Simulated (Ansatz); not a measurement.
Relaxation of CH₆N₂Si (10 atoms, charge 0, multiplicity 1), to a largest force component of 0.015 eV/Å in at most 40 steps.

These are results of RHF/def2-SVP (Ansatz), not measurements.

```xyz
10
Properties=species:S:1:pos:R:3:forces:R:3
N -1.304 1.047 0.033 -3.06 2.86 -0.41
C -0.263 0.423 -0.137 1.60 -0.97 0.42
N 0.816 0.968 -0.740 4.91 0.10 -0.39
Si -0.145 -1.381 0.495 -2.18 -0.33 0.82
H -1.251 2.020 -0.398 -0.17 -1.89 1.03
H 0.909 1.992 -0.758 -0.41 -1.23 -0.01
H 1.770 0.517 -0.554 -2.64 1.15 -0.57
H -1.003 -2.282 -0.355 0.32 0.36 0.21
H 1.195 -1.858 0.472 1.32 -0.32 -0.15
H -0.642 -1.498 1.945 0.31 0.25 -0.98
```

Problem. Where does it end, and by what steps?

Solution. It converged. After 10 steps the energy has fallen by 0.438 eV; H6 moved furthest, 0.18 Å.

```json
{"step": "0", "energy less start (eV)": "0.0000", "largest force component (eV/Å)": "4.909", "accepted": "yes"}
{"step": "1", "energy less start (eV)": "-0.3734", "largest force component (eV/Å)": "1.230", "accepted": "yes"}
{"step": "2", "energy less start (eV)": "-0.4188", "largest force component (eV/Å)": "0.728", "accepted": "yes"}
{"step": "3", "energy less start (eV)": "-0.4315", "largest force component (eV/Å)": "0.373", "accepted": "yes"}
{"step": "4", "energy less start (eV)": "-0.4357", "largest force component (eV/Å)": "0.096", "accepted": "yes"}
{"step": "5", "energy less start (eV)": "-0.4364", "largest force component (eV/Å)": "0.127", "accepted": "yes"}
{"step": "6", "energy less start (eV)": "-0.4362", "largest force component (eV/Å)": "0.105", "accepted": "no"}
{"step": "7", "energy less start (eV)": "-0.4374", "largest force component (eV/Å)": "0.028", "accepted": "yes"}
{"step": "8", "energy less start (eV)": "-0.4376", "largest force component (eV/Å)": "0.050", "accepted": "yes"}
{"step": "9", "energy less start (eV)": "-0.4377", "largest force component (eV/Å)": "0.030", "accepted": "yes"}
{"step": "10", "energy less start (eV)": "-0.4377", "largest force component (eV/Å)": "0.012", "accepted": "yes"}
```

```xyz
10
Properties=species:S:1:pos:R:3
N -1.312 1.031 0.101
C -0.213 0.441 -0.083
N 0.882 0.952 -0.736
Si -0.175 -1.376 0.515
H -1.319 1.975 -0.263
H 0.908 1.934 -0.930
H 1.774 0.528 -0.590
H -0.937 -2.216 -0.433
H 1.232 -1.858 0.553
H -0.756 -1.463 1.868
```

Whether the end is a true minimum wasn't checked by a vibrational analysis.

Time of the run: 25 s on 1 thread of Intel(R) Xeon(R) Platinum 8259CL CPU @ 2.50GHz (Skylake/Cascade Lake) (shared host), peak memory 0.17 GiB.
